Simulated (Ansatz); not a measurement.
System: C3H2O (charge 0, singlet). 
Structure (B3LYP-D3(BJ)/def2-TZVP (Ansatz, a quantum-chemistry and plane-wave program) minimum search):
SMILES: C#CC=O
```xyz
6

C      1.4938     0.9359     0.6166
C      0.5445     0.2574     0.3296
C     -0.5874    -0.5911     0.0366
O     -1.2822    -0.4730    -0.9426
H      2.3310     1.5474     0.8534
H     -0.7781    -1.3760     0.7906
```
Charge 0, spin multiplicity 1.

Property: atomisation energy (electronic, to ground-state atoms), in kcal/mol. Cores are frozen in the correlated levels unless marked. Open shells are spin-unrestricted. Spin-orbit coupling is left out. Non-relativistic. The coupled-cluster limit lacks core correlation, which all-electron functionals hold. CBS marks a two-point X^-3 extrapolation of the correlation energy; Hartree-Fock from the larger set. [CCSD(T)-MP2]/basis is that difference in the basis named.

```json
[
 {"level": "HF/aug-cc-pVTZ", "program": "Ansatz", "atomisation energy (kcal/mol)": "454.8"},
 {"level": "BLYP-D4/def2-TZVPD", "program": "Ansatz + dftd4", "atomisation energy (kcal/mol)": "672.1"},
 {"level": "revPBE-D3(BJ)/def2-TZVPD", "program": "Ansatz + dftd3", "atomisation energy (kcal/mol)": "670.5"},
 {"level": "B97M-V/def2-TZVPD", "program": "Ansatz", "atomisation energy (kcal/mol)": "662.4"},
 {"level": "RPA@PBE/cc-pVTZ", "program": "Ansatz", "atomisation energy (kcal/mol)": "604.3"}
]
```

Q: Predict the RI-MP2/CBS(aug-cc-pVTZ,aug-cc-pVQZ)+[CCSD(T)-MP2]/aug-cc-pVTZ result (Ansatz).

A: 660.6 kcal/mol
